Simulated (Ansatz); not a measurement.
A geometry optimisation of AlBClO with B3LYP-D3(BJ)/def2-SVP

The starting geometry of this gas-phase doublet was optimised with GFN2-xTB.

```xyz
4

Al   -0.4915    2.2219   -2.1956
B     0.9022    0.9012   -1.4705
Cl   -1.1642    3.2790   -3.8129
O     1.0133    1.2122   -2.6781
```

Problem. Predict what it relaxes into with B3LYP-D3(BJ)/def2-SVP.

Solution. A bond breaks, giving a structure given below by its coordinates. Contacts that open: Al1–B2 (2.05 → 3.03 Å).

The energy falls by 0.38 eV over 15 steps:

```
step  E − E(last) (eV)
   1             0.384
   3             0.230
   4             0.215
   6             0.184
   7             0.108
   9             0.034
  10             0.017
  12             0.001
  13             0.000
  15             0.000
```

Final geometry (Å):

| atom | x (Å) | y (Å) | z (Å) |
| --- | --- | --- | --- |
| Al | -0.7773 | 2.4445 | -2.2002 |
| B | 1.5312 | 0.5203 | -1.7968 |
| Cl | -1.0766 | 3.3070 | -4.1027 |
| O | 0.5825 | 1.3425 | -2.0574 |

The end wasn't checked by frequencies. Open shells are spin-unrestricted. Run with Ansatz 0.2.0, 2.2 min on 1 thread of Intel(R) Xeon(R) Processor @ 2.50GHz (Skylake/Cascade Lake), on a shared host.
